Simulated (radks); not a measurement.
Initial-state core-level shifts of neutral phosphorus when its valence configuration changes from [Ne] 3s2 3p3. All-electron calculation, scalar-relativistic Kohn-Sham, r2SCAN, spin-unpolarised, spherical densities, finite nucleus; meta-GGA in the generalised Kohn-Sham scheme; Fermi nuclear charge, rms radius 3.1889 fm. Program: a radial shooting solver on a logarithmic mesh with Libxc functionals. Shifts are changes of the shell-averaged eigenvalues in eV (positive: less bound); the change of the density at the nucleus, which sets a Mossbauer isomer shift, is in e/bohr^3, on a base of 2391.

valence,1s,2s,2p,density at nucleus
3s1 3p4,-1.738,-1.653,-1.652,-6.7127
3s0.5 3p4.5,-2.576,-2.450,-2.448,-10.1596
3p5,-3.396,-3.230,-3.228,-13.6587
3s1.5 3p3.5,-0.880,-0.837,-0.837,-3.3238
